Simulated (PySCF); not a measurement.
PySCF input (M06-2X/def2-TZVPD):

```python
from pyscf import gto, scf, dft

mol = gto.M(
    atom='''
    B     0.24507364   -0.07027074   -0.02485346
    Cl    0.16587498    1.57750671   -0.45047562
    Cl    1.60029482   -1.10994751    0.01367618
    O    -1.00669966   -0.70209889    0.36434881
    C    -2.37878069   -0.07678510    0.44157286
    H    -3.03804566   -0.87521710    0.76364891
    H    -2.61349076    0.27546838   -0.55593105
    H    -2.31263369    0.72347765    1.16921763
    H    -0.95980348   -1.64338010    0.60869476
    ''',
    basis='def2-tzvpd',
    charge=1,
    spin=0,
    verbose=4,
)

mf = dft.RKS(mol, xc='m062x').density_fit(auxbasis='def2-universal-jkfit')
mf.grids.level = 4
mf.conv_tol = 1e-9
mf.max_cycle = 100
mf.max_memory = 1500
mf.kernel()
if not mf.converged:
    mf = mf.newton()
    mf.kernel(mf.make_rdm1())
mf.analyze()
```

End of the output:

```
Extra cycle  E= -1060.79618180528  delta_E= -7.73e-12  |g|= 3.64e-06  |ddm|= 1.35e-05
converged SCF energy = -1060.79618180528
**** SCF Summaries ****
Total Energy =                       -1060.796181805279502
Nuclear Repulsion Energy =             269.441334980131273
One-electron Energy =                -1985.372280187012620
Two-electron Energy =                  655.134763401602072
Two-electron Coulomb Energy =          730.951905538847996
DFT Exchange-Correlation Energy =      -75.817142137245924
HOMO-LUMO gap [eV] =                    10.390494328317834
**** MO energy ****
MO #1   energy= -102.847256218455  occ= 2
MO #2   energy= -102.845609861423  occ= 2
MO #3   energy= -19.976885083658   occ= 2
MO #4   energy= -10.8280303295519  occ= 2
MO #5   energy= -10.011282867678   occ= 2
MO #6   energy= -10.0096049957143  occ= 2
MO #7   energy= -7.73193161131326  occ= 2
MO #8   energy= -7.73026081421895  occ= 2
MO #9   energy= -7.72914133891486  occ= 2
MO #10  energy= -7.72809802544785  occ= 2
MO #11  energy= -7.72737960629807  occ= 2
MO #12  energy= -7.72648106604287  occ= 2
MO #13  energy= -7.39327730748696  occ= 2
MO #14  energy= -1.48523222015059  occ= 2
MO #15  energy= -1.16129752701827  occ= 2
MO #16  energy= -1.13216603544985  occ= 2
MO #17  energy= -1.0551336820362   occ= 2
MO #18  energy= -0.948283219079649 occ= 2
MO #19  energy= -0.838678182037868 occ= 2
MO #20  energy= -0.803955998937972 occ= 2
MO #21  energy= -0.745786196315879 occ= 2
MO #22  energy= -0.706629332799245 occ= 2
MO #23  energy= -0.686596285670694 occ= 2
MO #24  energy= -0.680755727321176 occ= 2
MO #25  energy= -0.624063376545536 occ= 2
MO #26  energy= -0.607791945010354 occ= 2
MO #27  energy= -0.585092333698289 occ= 2
MO #28  energy= -0.578077072025483 occ= 2
MO #29  energy= -0.19623344521864  occ= 0
MO #30  energy= -0.179627306170668 occ= 0
MO #31  energy= -0.132772150559485 occ= 0
MO #32  energy= -0.123472182527328 occ= 0
MO #33  energy= -0.103840558967156 occ= 0
MO #34  energy= -0.0966953453484944 occ= 0
MO #35  energy= -0.0805455899531305 occ= 0
MO #36  energy= -0.0769490110875774 occ= 0
MO #37  energy= -0.0698036895199318 occ= 0
MO #38  energy= -0.0686907318675936 occ= 0
MO #39  energy= -0.0587165157480614 occ= 0
MO #40  energy= -0.0557622378634579 occ= 0
MO #41  energy= -0.0413056564701226 occ= 0
MO #42  energy= -0.0312499263636185 occ= 0
MO #43  energy= -0.0289695606212653 occ= 0
MO #44  energy= -0.0205003318618423 occ= 0
MO #45  energy= -0.00895750973053087 occ= 0
MO #46  energy= -0.00809134892708227 occ= 0
MO #47  energy= -0.00287415548251285 occ= 0
MO #48  energy= 0.0123720550664928 occ= 0
MO #49  energy= 0.024626074164662  occ= 0
MO #50  energy= 0.0265476817056923 occ= 0
MO #51  energy= 0.0283899704826198 occ= 0
MO #52  energy= 0.0530279674732841 occ= 0
MO #53  energy= 0.0531488215668199 occ= 0
MO #54  energy= 0.0602815017491027 occ= 0
MO #55  energy= 0.0703803276789368 occ= 0
MO #56  energy= 0.0746175831700537 occ= 0
MO #57  energy= 0.0838710501212509 occ= 0
MO #58  energy= 0.0990149562821337 occ= 0
MO #59  energy= 0.101711193980872  occ= 0
MO #60  energy= 0.109499418051297  occ= 0
MO #61  energy= 0.115625785413045  occ= 0
MO #62  energy= 0.120600807318044  occ= 0
MO #63  energy= 0.122409253915103  occ= 0
MO #64  energy= 0.129315930235496  occ= 0
MO #65  energy= 0.134485870742121  occ= 0
MO #66  energy= 0.138876845583613  occ= 0
MO #67  energy= 0.14165539797901   occ= 0
MO #68  energy= 0.14600981321668   occ= 0
MO #69  energy= 0.155038804150658  occ= 0
MO #70  energy= 0.158232763390412  occ= 0
MO #71  energy= 0.178547912078207  occ= 0
MO #72  energy= 0.188223571812185  occ= 0
MO #73  energy= 0.188724660175744  occ= 0
MO #74  energy= 0.189882520883037  occ= 0
MO #75  energy= 0.204171341323345  occ= 0
MO #76  energy= 0.213303953594127  occ= 0
MO #77  energy= 0.224291016547916  occ= 0
MO #78  energy= 0.232508306136812  occ= 0
MO #79  energy= 0.239941918474311  occ= 0
MO #80  energy= 0.244009680953489  occ= 0
MO #81  energy= 0.245059835987579  occ= 0
MO #82  energy= 0.258037157367905  occ= 0
MO #83  energy= 0.286130559256066  occ= 0
MO #84  energy= 0.29664800091607   occ= 0
MO #85  energy= 0.299028993414526  occ= 0
MO #86  energy= 0.311121763969062  occ= 0
MO #87  energy= 0.31795304849355   occ= 0
MO #88  energy= 0.335260405458766  occ= 0
MO #89  energy= 0.357445954748611  occ= 0
MO #90  energy= 0.360936313893389  occ= 0
MO #91  energy= 0.385571692427441  occ= 0
MO #92  energy= 0.411271126259758  occ= 0
MO #93  energy= 0.417893284283952  occ= 0
MO #94  energy= 0.420954360742332  occ= 0
MO #95  energy= 0.425137560231712  occ= 0
MO #96  energy= 0.45486074835452   occ= 0
MO #97  energy= 0.462322983861627  occ= 0
MO #98  energy= 0.473687641843736  occ= 0
MO #99  energy= 0.487806860002587  occ= 0
MO #100 energy= 0.498179854520423  occ= 0
MO #101 energy= 0.501086823632175  occ= 0
MO #102 energy= 0.512902054025405  occ= 0
MO #103 energy= 0.520101616266086  occ= 0
MO #104 energy= 0.539844356993355  occ= 0
MO #105 energy= 0.544414882625253  occ= 0
MO #106 energy= 0.554826337332235  occ= 0
MO #107 energy= 0.555230448035971  occ= 0
[...]
```

It need not be the lowest isomer of its formula.
